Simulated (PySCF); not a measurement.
Working out the excitation energy of Sr

Sr [Kr] 5s2 (1S) → Sr [Kr] 5p2 (3P). Calculation: PySCF 2.14, in def2-TZVPPD with the def2 core potential (28 electrons); scalar relativity through the core potential. Frozen: nothing. Energies in hartree (1 hartree = 27.21139 eV):

```tsv
part	Sr (lower)	Sr (upper)
UHF	-30.347123	-30.203830
CCSD correlation	-0.222015	-0.199969
(T)	-0.006480	-0.006222
```

Task: What does Hartree-Fock give?

Result: (-30.203830) − (-30.347123) = 0.143293 hartree = 3.899 eV.

Task: What do CCSD and CCSD(T) give?

Result: The CCSD correlation energies differ by 0.022046 hartree = 0.600 eV and the triples by 0.000258 hartree = 0.007 eV, so CCSD gives 4.499 eV and CCSD(T) 4.506 eV.

Measured between the centres of the two terms (NIST): 4.405 eV, so CCSD(T) (valence and next inner shell) is off by 0.101 eV.

The coupled-cluster amplitudes are large, so a single reference is strained.

What remains against the reference includes basis incompleteness and higher excitations.
